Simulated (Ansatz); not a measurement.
Geometry optimisation, RKS PBE0-D4/def2-SVP in Ansatz 0.2.0.

Input file:

```yaml
crystal:
  periodic: [false, false, false]
  atoms:
    - { symbol: B, position_ang: [-0.5311, -0.8685, 0.2972] }
    - { symbol: Si, position_ang: [0.5187, 1.1195, -0.0929] }
    - { symbol: Cl, position_ang: [-2.2383, -0.4372, 0.2269] }
    - { symbol: Cl, position_ang: [0.1522, -1.515, 1.7843] }
    - { symbol: H, position_ang: [0.211, -0.6347, -0.68] }
    - { symbol: Cl, position_ang: [-0.1006, -2.2498, -1.3234] }
    - { symbol: H, position_ang: [-0.0402, 1.8083, -1.2493] }
    - { symbol: H, position_ang: [0.0522, 1.7241, 1.1481] }
    - { symbol: H, position_ang: [1.9761, 1.0533, -0.1109] }
basis:
  gaussian: { orbitals: def2-SVP }
hamiltonian:
  xc: pbe0
  dispersion: d4
relax:
  f_tol: 0.15
  max_steps: 25
  restrain:
    - { distance: [0, 5], at: 3.16, k: 30.0 }
    - { distance: [4, 1], at: 2.72, k: 30.0 }
    - { distance: [0, 1], at: 1.95, k: 30.0 }
    - { distance: [4, 5], at: 1.33, k: 30.0 }
output:
  orbitals: {}
```

Run as:

```bash
$ ansatz run input.yaml --threads 2 --pin off --max-ram 3072MiB --backend cpu --events-out ev --progress --plain --runs-dir out
```

Q: Where does it end, and by what steps?

A: It converged. The restraints hold the end off the free minimum. After 11 steps the energy has fallen by 0.788 eV (the restraints' own energy left out); H5 moved furthest, 1.23 Å. Parted: B1–H5, B1–Cl6. Joined: H5–Cl6.

```
step  energy less start (eV)  largest force component (eV/Å)  accepted
   0                  0.0000                           1.466       yes
   1                  0.3624                           1.997       yes
   2                  0.2706                           2.249       yes
   3                 -0.0984                           1.685       yes
   4                 -0.4427                           0.601       yes
   5                 -0.5387                           0.824       yes
   6                 -0.6117                           0.696       yes
   7                 -0.6383                           1.377       yes
   8                 -0.7070                           0.953       yes
   9                 -0.7326                           0.833       yes
  10                 -0.7659                           0.648       yes
  11                 -0.7877                           0.548       yes
```

```xyz
9
Properties=species:S:1:pos:R:3
B -0.807 -0.370 0.854
Si 0.298 1.054 0.049
Cl -2.538 -0.420 0.623
Cl -0.080 -1.518 1.961
H 1.146 -1.162 -1.290
Cl 0.149 -1.874 -1.758
H -0.298 1.591 -1.210
H 0.459 2.170 1.035
H 1.671 0.528 -0.263
```

Whether the end is a true minimum wasn't checked by a vibrational analysis.

Time of the run: 33 s on 2 threads of Arm Neoverse V2, with other jobs on the host, peak memory 0.25 GiB.
